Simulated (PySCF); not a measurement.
## The 10-electron isoelectronic series, spin-free X2C

All values are computed (PySCF 2.14, energy differences of UHF-based or UKS calculations, no spin-orbit coupling). Each ion has its own even-tempered basis scaled to its charge (19s13p6d5f4g for the first); frozen: nothing. Ionisation energies in eV, correlation energies of the ion in mhartree.

```
  ion  configuration      UHF      LDA      PBE     PBE0   r2SCAN  MP2 (all electrons)  E_corr MP2  NIST (with spin-orbit, Breit and QED)
Gd⁵⁴⁺      [Ne] (1S)  11510.6  11505.4  11506.6  11508.1  11511.8              11512.5      -445.5                          11273 ± 5 (t)
Tb⁵⁵⁺      [Ne] (1S)  11927.5  11922.2  11923.4  11924.9  11928.7              11929.4      -446.3                          11673 ± 5 (t)
Dy⁵⁶⁺      [Ne] (1S)  12352.5  12347.0  12348.2  12349.8  12353.7              12354.3      -449.5                          12081 ± 5 (t)
Ho⁵⁷⁺      [Ne] (1S)  12785.5  12779.8  12781.1  12782.7  12786.7              12787.4      -450.4                          12495 ± 6 (t)
Er⁵⁸⁺      [Ne] (1S)  13226.7  13220.9  13222.2  13223.8  13227.9              13228.6      -453.9                          12918 ± 6 (t)
Tm⁵⁹⁺      [Ne] (1S)  13676.1  13670.1  13671.5  13673.2  13677.3              13678.0      -455.1                          13347 ± 7 (t)
Yb⁶⁰⁺      [Ne] (1S)  14133.7  14127.6  14129.1  14130.7  14135.0              14135.6      -457.1                         13784 ± 10 (t)
Lu⁶¹⁺      [Ne] (1S)  14599.7  14593.4  14594.9  14596.6  14600.9              14601.6      -459.8                         14228 ± 12 (t)
Hf⁶²⁺      [Ne] (1S)  15074.0  15067.5  15069.1  15070.9  15075.3              15075.9      -461.8                         14678 ± 15 (t)
Ta⁶³⁺      [Ne] (1S)  15556.8  15550.1  15551.8  15553.5  15558.0              15558.7      -465.7                         15137 ± 19 (t)
```

Each ion has its own basis, which adds noise of up to about 0.1 % along the series.

NIST values marked (s) are semi-empirical, (t) theoretical. Open shells are high-spin determinants of the terms that Hund's rules give.

Spin-orbit coupling of the open shells is absent from the calculated values and included in NIST's; it grows fast with Z.

At high Z the X2C-1e correlation energies are inflated by the missing two-electron picture change in the 1s pairs.
